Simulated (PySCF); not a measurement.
Ti+ (titanium, charge +1) across methods

[Ar] 3d1 4s1 4p1, one real determinant (an excited configuration). All numbers are calculated (PySCF 2.14, no relativity, point nucleus, in aug-cc-pwCVTZ (10s9p7d4f3g, 127 functions)).

| method | E (hartree) | mean ε 3d α (eV) | mean ε 4s α (eV) | mean ε 4p α (eV) | Σ⟨r²⟩ (bohr²) | ⟨S²⟩ |
| --- | --- | --- | --- | --- | --- | --- |
| r2SCAN | -848.819 | -18.552 | -13.220 | -9.118 | 37.16 | 3.751 |
| wB97M-V | -848.809 | -22.479 | -15.896 | -11.128 | 37.63 | 3.750 |
| UHF | -847.98609 | -25.529 | -16.287 | -11.563 | 38.09 | 3.752 |
| LDA | -846.790 | -17.951 | -13.161 | -8.956 | 37.07 | 3.750 |
| PBE0 | -848.668 | -20.105 | -13.952 | -9.793 | 37.22 | 3.751 |
| wB97X-V | -848.747 | -22.526 | -16.050 | -11.635 | 37.44 | 3.750 |
| BP86 | -848.952 | -18.127 | -13.139 | -9.057 | 37.00 | 3.750 |

Estimate the same row for PBE.

E (hartree) = -848.622; mean ε 3d α (eV) = -18.033; mean ε 4s α (eV) = -13.012; mean ε 4p α (eV) = -9.000; Σ⟨r²⟩ (bohr²) = 37.16; ⟨S²⟩ = 3.750.

⟨L²⟩ = 8.02 against 12 for a pure F term, so this real determinant mixes terms.
